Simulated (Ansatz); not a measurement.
GeHO (SMILES [OH+]=[Ge]) at its CCSD(T)/cc-pVDZ minimum, average atomic masses, point group C∞v.
(charge 1, multiplicity 1):
```tsv
atom	x (Å)	y (Å)	z (Å)
O	0.0000	0.0000	-1.3584
Ge	0.0000	0.0000	0.3316
H	0.0000	0.0000	-2.3290
```

Correlated levels freeze the cores. Filled d and f shells under p-block atoms count as core.

Codes used: Ansatz (Gaussian basis) for Hartree–Fock, density functionals and correlated methods. 

Harmonic frequencies (cm⁻¹): 212 212 874 3836.

Problem. Work out the rotational constants, the zero-point energy, and the ideal-gas entropy and heat capacity at 298.15 K and 1 bar (rigid rotor, harmonic oscillator).

Solution. 
Principal moments 42.975 u Å² give 16.8576/I = 0.3923 cm⁻¹. Zero point: Σω/2 = 2567 cm⁻¹ = 7.34 kcal/mol. Translation R(1.5 ln M + 2.5 ln T − 1.1517) with M = 89.637 u: 164.93 J/(mol K). Rotation with σ = 1: q = 528.3, S = R(ln q + 1) = 60.44. Vibration, summed over R(u/(eᵘ − 1) − ln(1 − e⁻ᵘ)) with u = 1.43878ω/T: 17.58, of which the lowest mode gives 8.47. S° = 242.9 J/(mol K); C_p = 7R/2 + 17.49 = 46.59 J/(mol K).

Ansatz is a quantum-chemistry and plane-wave program.
